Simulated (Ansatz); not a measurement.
```yaml
crystal:
  periodic: [true, true, true]
  atoms:
    - {symbol: C, position_ang: [-1.382770, 0.623708, -0.571789]}
    - {symbol: Si, position_ang: [0.049058, -0.591804, -0.492077]}
    - {symbol: Ga, position_ang: [1.659033, -0.126454, 1.245362]}
    - {symbol: H, position_ang: [-2.074240, 0.360866, -1.375441]}
    - {symbol: H, position_ang: [-1.020341, 1.638176, -0.751930]}
    - {symbol: H, position_ang: [-1.938855, 0.629612, 0.368255]}
    - {symbol: H, position_ang: [0.762773, -0.610640, -1.804693]}
    - {symbol: H, position_ang: [-0.479453, -1.974458, -0.288069]}
    - {symbol: H, position_ang: [1.504815, 1.100241, 2.224506]}
    - {symbol: H, position_ang: [2.919981, -1.049257, 1.445864]}
basis:
  gaussian: {orbitals: def2-TZVPD}
hamiltonian: {xc: {name: B2PLYP}}
output: {forces: true}
```

```sh
$ ansatz run in.yaml --threads 2 --pin off --events-out ev --progress --plain --max-ram 4352MiB
```

Shortened log:

```
Error: YAML parse error: error: line 2 column 3: crystal: missing field `lattice` (a structure is typed as `lattice` and `atoms`, a molecule's as `atoms` in Å alone, or read from a run's directory, `checkpoint`)
 --> <input>:2:3
1 | crystal:
2 |   periodic: [true, true, true]
3 |   atoms:
4 |     - {symbol: C, position_ang: [-1.382770, 0.623708, -0.571789]}
```

**Question.** Something in this input is off. What?

**Answer.** The molecule is marked periodic without a cell. The input was rejected before any iteration.
